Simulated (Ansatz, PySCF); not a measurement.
Gas-phase reaction (SMILES): FC1CC(F)(F)C(F)(F)C1(F)F + 12 C (CH4) → 5 CC (C2H6) [ethane] + 7 CF (CH3F); bond separation energy.

Structures are relaxed separately at B3LYP-D3(BJ)/def2-TZVP in Ansatz (a first-principles code), one conformer each, not searched for the lowest. Cores are frozen in the correlated levels unless marked. Spin-orbit coupling is left out. No relativistic terms. CBS(X,Y): correlation extrapolated as X^-3; Hartree-Fock from the larger set. The bracket is a focal-point correction in the basis named. Thermal terms are rigid-rotor harmonic-oscillator values from B3LYP-D3(BJ) frequencies (Ansatz or PySCF) at 298.15 K and 1 atm. 1 Eh = 627.5095 kcal/mol.

| species | E, RI-MP2/CBS(cc-pVTZ,cc-pVQZ)+[CCSD(T)-MP2]/cc-pVTZ (Ansatz) (Eh) | E, wB97M-V/def2-TZVPD (Ansatz) (Eh) | H - E (Eh) |
|---|---|---|---|
| FC1CC(F)(F)C(F)(F)C1(F)F | -890.56993 | -891.40395 | 0.09570 |
| C (CH4) | -40.46125 | -40.49098 | 0.04840 |
| CC (C2H6) | -79.71807 | -79.79204 | 0.07887 |
| CF (CH3F) | -139.63110 | -139.74790 | 0.04297 |

Work out ΔE and ΔH at 298.15 K at the first level, then ΔH at the second.


1. ΔE = [5×(-79.71807) + 7×(-139.63110)] - [(-890.56993) + 12×(-40.46125)] = 0.09688 Eh = 60.8 kcal/mol at RI-MP2/CBS(cc-pVTZ,cc-pVQZ)+[CCSD(T)-MP2]/cc-pVTZ.
2. The terms H - E add up to 0.01864 Eh, so ΔH = (0.09688 + (0.01864))×627.5095 = 72.5 kcal/mol.
3. At wB97M-V/def2-TZVPD the same steps give ΔE = 62.9 and ΔH = 74.6 kcal/mol, a shift of +2.1 from the first level.
4. These values are not checked against measurement here, since the tables used lack a sound gas-phase enthalpy of formation for at least one species.
